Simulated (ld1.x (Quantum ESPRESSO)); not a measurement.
# An odd input for ld1.x (Quantum ESPRESSO) 7.5 (Hf)

Command:

```bash
ld1.x < Hf.in > Hf.out
```

Input:

```
&input
   title='Hf', zed=72., rel=1, dft='PZ', iswitch=3, beta=0.7,
   config='[Xe] 4f14 5d2 5f-2 6s2 6p0',
   nld=4, rlderiv=2.95, eminld=-5.0, emaxld=5.0, deld=0.02
 /
 &inputp
   pseudotype=2, tm=.true., lloc=0,
   nlcc=.true.,
   file_pseudopw='Hf.UPF', file_wfcaegen='ae.wfc', file_wfcncgen='nc.wfc', file_beta='beta', file_chi='chi'
 /
4
5P  2  1   6.00   0.00  1.25  1.25  0.0
5D  3  2   2.00   0.00  2.50  2.50  0.0
5F  4  3  -2.00   0.20  2.40  2.40  0.0
6S  1  0   2.00   0.00  2.70  2.70  0.0
 &test
   configts(1)='5p6 5d2 6s2 6p0'
 /
```

This is an input that runs to its end, with one change: mixing beta=0.7.

Task: How does the run end?

Result: The program runs through. The occupied levels of the test differ from the all-electron ones by at most 0.00004 Ry (unchanged input: 0.00004 Ry).

```

     n l     nl             e AE (Ry)        e PS (Ry)    De AE-PS (Ry)
     2 1     5P   1( 6.00)       -2.62460       -2.62463        0.00004
     3 2     5D   1( 2.00)       -0.21114       -0.21114        0.00000
     1 0     6S   1( 2.00)       -0.38723       -0.38723        0.00000
     3 1     6P   1( 0.00)       -0.10797       -0.08170       -0.02627  !

     eps = 3.7E-16  iter =  8

     Etot =  -30138.409405 Ry,  -15069.204702 Ha, -410053.949575 eV
     Etotps =   -85.646295 Ry,     -42.823148 Ha,   -1165.277207 eV

     Ekin =      24.272238 Ry,      12.136119 Ha,     330.240623 eV
     Encl =     -77.444239 Ry,     -38.722119 Ha,   -1053.682550 eV
     Ehrt =      47.771323 Ry,      23.885661 Ha,     649.961956 eV
     Ecxc =     -34.576586 Ry,     -17.288293 Ha,    -470.438414 eV
     (Ecc =     -22.323108 Ry,     -11.161554 Ha,    -303.721352 eV)
     Epseu=     -45.669031 Ry,     -22.834516 Ha,    -621.358823 eV

     ---------------------- End of pseudopotential test ----------------------
```
